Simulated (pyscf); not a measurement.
**H₃C–SiH₂–OH, singlet**

Gas-phase minimum from PySCF at ωB97X-D3(BJ)/def2-SVP, one conformer. 

SMILES: [SiH2](C)O
```xyz
9

C     -0.2066     0.7466    -2.1468
Si    -1.3078     1.0094    -0.6532
O     -0.8630     2.3553     0.2350
H      0.8381     0.5568    -1.8509
H     -0.2212     1.6290    -2.8062
H     -0.5530    -0.1231    -2.7296
H     -1.2658    -0.2205     0.2005
H     -2.7089     1.2630    -1.0833
H     -0.0206     2.3153     0.6976
```
Charge 0, spin multiplicity 1.

Bonds (Å): C1–Si2 1.874, C1–H4 1.102, C1–H5 1.102, C1–H6 1.103, Si2–O3 1.673, Si2–H7 1.498, Si2–H8 1.487, O3–H9 0.962. Angles (°): Si2–C1–H4 111.5, Si2–C1–H5 110.9, Si2–C1–H6 110.3, H4–C1–H5 108.1, H4–C1–H6 107.7, H5–C1–H6 108.1, C1–Si2–O3 112.3, C1–Si2–H7 108.8, C1–Si2–H8 110.3, O3–Si2–H7 110.5, O3–Si2–H8 105.5, H7–Si2–H8 109.3, Si2–O3–H9 117.0.

Properties at ωB97X-D3(BJ)/def2-SVP:

| Item | Value |
|---|---|
| Harmonic wavenumbers, unscaled | 169, 175, 254, 500, 682, 698, 762, 845, 889, 898, 961, 988, 1286, 1440, 1444, 2221, 2280, 3063, 3162, 3171, 3942 cm⁻¹ |
| Zero-point energy | 42.6 kcal/mol |
| Rotational symmetry number | 1 |
| Entropy of this conformer at 298 K and 1 atm, rigid rotor and harmonic oscillator, modes under 100 cm⁻¹ raised to 100 | 296.2 J/(mol K) |
| Dipole moment | 1.73 D |

Single-point totals, which compare only within one level (frozen core for MP2 and CC):

```tsv
level	total energy (hartree)
ωB97X-D3(BJ)/def2-TZVP	-406.60829
PBE/def2-TZVP	-406.24331
r²SCAN/def2-TZVP	-406.44950
B3LYP-D3(BJ)/def2-TZVP	-406.57954
PBE0-D3(BJ)/def2-TZVP	-406.28824
M06-2X/def2-TZVP	-406.46521
ωB97M-D3(BJ)/def2-TZVP	-406.60780
HF/def2-TZVPP	-405.27426
MP2/def2-TZVPP	-405.82626
CCSD/def2-TZVPP	-405.86040
CCSD(T)/def2-TZVPP	-405.88027
```

Soft torsions are taken as harmonic, which can shift the entropy by several J/(mol K). The CCSD(T) − MP2 part came from Ansatz, without density fitting, on the same reference.
